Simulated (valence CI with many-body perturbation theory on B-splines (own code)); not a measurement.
**E1 line list for Ca¹³⁺**

Calculated by configuration interaction combined with many-body perturbation theory (CI+MBPT): five valence electrons over a frozen Dirac-Fock core [He], a basis of 9 s, 9 p, 8 d, 6 f, 3 g, 1 h functions for each j, with the one-electron correlation potential Σ1, the two-electron term Σ2, the three-electron term Σ3, Breit, model QED; selected CI, second order for the rest (own B-spline code, finite nucleus).

No measured spectrum was set against this ion. As an estimate, levels of excited configurations hold to 0.05 to 0.15 % of their energy, terms of the ground configuration to about 0.5 %. Among the levels kept, up to 1900 cm⁻¹ of a level comes from second order outside the variational space, and about a tenth of that is noise between levels of different J, which matters for small intervals.

Lines 151 to 200 of 278 in falling wavelength, among levels below 4268.8 × 10³ cm⁻¹, chosen from the strongest by gf and those to the six lowest levels. Wavelengths and rates use the calculated energies, so an error of 400 cm⁻¹ moves a line at 27.36 Å by 0.011 % and its rate by three times that or more. Electric multipoles are in the length gauge, E1 and E2 with the static RPA response of the core. Weak lines are less certain than strong ones. Lines between different terms over intervals too small for the method are left out, as are lines whose strength nearly cancels. The highest levels of a list are the least certain.

Names give the largest LS component (configuration and term), which can be under half, so a name can repeat, a term be missing and a line seem to break the LS rules; names also repeat where a configuration has a term twice. Letters in brackets count levels of one name in rising energy.

```
λ vac (Å)                  Upper            Lower   A (s⁻¹)  S (a.u.)
    27.36      2s2.2p2.3s 4P_1/2  2s2.2p3 2D°_3/2  2.73e+10  5.52e-04
    27.30      2s2.2p2.3s 4P_3/2  2s2.2p3 2D°_5/2  1.20e+10  4.82e-04
    27.25      2s2.2p2.3s 4P_3/2  2s2.2p3 2D°_3/2  5.18e+09  2.07e-04
    27.18      2s2.2p2.3s 4P_5/2  2s2.2p3 2D°_5/2  1.78e+10  1.06e-03
    27.09      2s2.2p2.3s 2D_5/2  2s2.2p3 2P°_3/2  1.14e+11  6.70e-03
    27.08      2s2.2p2.3s 2D_3/2  2s2.2p3 2P°_3/2  3.10e+11  1.21e-02
    27.06      2s2.2p2.3s 2P_1/2  2s2.2p3 2D°_3/2  7.59e+11  1.49e-02
    27.00      2s2.2p2.3s 2D_3/2  2s2.2p3 2P°_1/2  7.94e+10  3.09e-03
    26.98      2s2.2p2.3s 2P_3/2  2s2.2p3 2D°_5/2  5.94e+11  2.30e-02
    26.92      2s2.2p2.3s 2P_3/2  2s2.2p3 2D°_3/2  1.95e+10  7.51e-04
    26.79      2s.2p3.3s 4D°_3/2    2s.2p4 4P_3/2  2.87e+11  1.09e-02
    26.79      2s.2p3.3s 4D°_5/2    2s.2p4 4P_3/2  2.38e+11  1.35e-02
    26.65      2s.2p3.3s 4D°_3/2    2s.2p4 4P_5/2  4.76e+10  1.78e-03
    26.65      2s.2p3.3s 4D°_5/2    2s.2p4 4P_5/2  2.27e+11  1.27e-02
    26.59      2s2.2p2.3s 2D_5/2  2s2.2p3 2D°_5/2  4.23e+11  2.35e-02
    26.59      2s2.2p2.3s 4P_1/2  2s2.2p3 4S°_3/2  3.38e+11  6.28e-03
    26.53      2s2.2p2.3s 2D_5/2  2s2.2p3 2D°_3/2  9.75e+10  5.40e-03
    26.52      2s2.2p2.3s 2D_3/2  2s2.2p3 2D°_3/2  2.85e+11  1.05e-02
    26.48      2s2.2p2.3s 4P_3/2  2s2.2p3 4S°_3/2  3.36e+11  1.23e-02
    26.44      2s2.2p2.3s 2S_1/2  2s2.2p3 2P°_3/2  3.37e+11  6.15e-03
    26.37      2s2.2p2.3s 4P_5/2  2s2.2p3 4S°_3/2  3.37e+11  1.83e-02
    26.36      2s2.2p2.3s 2S_1/2  2s2.2p3 2P°_1/2  2.59e+11  4.69e-03
    26.30      2s2.2p2.3s 2P_1/2  2s2.2p3 4S°_3/2  1.80e+09  3.23e-05
    25.91      2s2.2p2.3s 2S_1/2  2s2.2p3 2D°_3/2  1.30e+10  2.24e-04
    25.81      2s2.2p2.3s 2D_5/2  2s2.2p3 4S°_3/2  3.99e+09  2.03e-04
    25.79      2s2.2p2.3s 2D_3/2  2s2.2p3 4S°_3/2  7.93e+08  2.69e-05
    25.62      2s2.2p2.3d 4F_3/2  2s2.2p3 2P°_3/2  1.05e+10  3.48e-04
    25.55      2s2.2p2.3d 4F_3/2  2s2.2p3 2P°_1/2  3.94e+09  1.30e-04
    25.47  2s2.2p2.3d 2P_3/2 [a]  2s2.2p3 2P°_3/2  3.57e+11  1.16e-02
    25.44      2s2.2p2.3d 4D_1/2  2s2.2p3 2P°_3/2  8.85e+10  1.44e-03
    25.42      2s2.2p2.3d 4D_5/2  2s2.2p3 2P°_3/2  9.16e+08  4.46e-05
    25.40  2s2.2p2.3d 2P_3/2 [a]  2s2.2p3 2P°_1/2  1.49e+11  4.83e-03
    25.38      2s2.2p2.3d 4D_3/2  2s2.2p3 2P°_3/2  2.37e+11  7.64e-03
    25.37      2s2.2p2.3d 4D_1/2  2s2.2p3 2P°_1/2  1.59e+11  2.57e-03
    25.34  2s2.2p2.3d 2F_5/2 [a]  2s2.2p3 2P°_3/2  2.66e+10  1.28e-03
    25.31      2s2.2p2.3d 4D_3/2  2s2.2p3 2P°_1/2  1.28e+11  4.10e-03
    25.28  2s2.2p2.3d 2P_1/2 [a]  2s2.2p3 2P°_3/2  6.10e+11  9.73e-03
    25.24      2s2.2p2.3d 4P_5/2  2s2.2p3 2P°_3/2  4.25e+09  2.02e-04
    25.21  2s2.2p2.3d 2P_1/2 [a]  2s2.2p3 2P°_1/2  1.27e+12  2.01e-02
    25.20      2s2.2p2.3d 4P_3/2  2s2.2p3 2P°_3/2  9.35e+08  2.96e-05
    25.17      2s2.2p2.3d 4F_3/2  2s2.2p3 2D°_5/2  2.23e+09  7.02e-05
    25.14      2s2.2p2.3d 4P_3/2  2s2.2p3 2P°_1/2  2.17e+09  6.80e-05
    25.13      2s2.2p2.3d 4F_5/2  2s2.2p3 2D°_5/2  1.82e+10  8.54e-04
    25.12      2s2.2p2.3d 4F_3/2  2s2.2p3 2D°_3/2  8.52e+10  2.67e-03
    25.12      2s2.2p2.3d 4P_1/2  2s2.2p3 2P°_1/2  2.23e+09  3.48e-05
    25.08      2s2.2p2.3d 4F_5/2  2s2.2p3 2D°_3/2  5.46e+10  2.55e-03
    25.06      2s2.2p2.3d 4F_7/2  2s2.2p3 2D°_5/2  4.00e+10  2.49e-03
    25.02  2s2.2p2.3d 2P_3/2 [a]  2s2.2p3 2D°_5/2  2.34e+11  7.23e-03
    24.98      2s2.2p2.3d 4D_5/2  2s2.2p3 2D°_5/2  1.49e+09  6.88e-05
    24.98  2s2.2p2.3d 2D_3/2 [a]  2s2.2p3 2P°_3/2  6.95e+11  2.14e-02
```
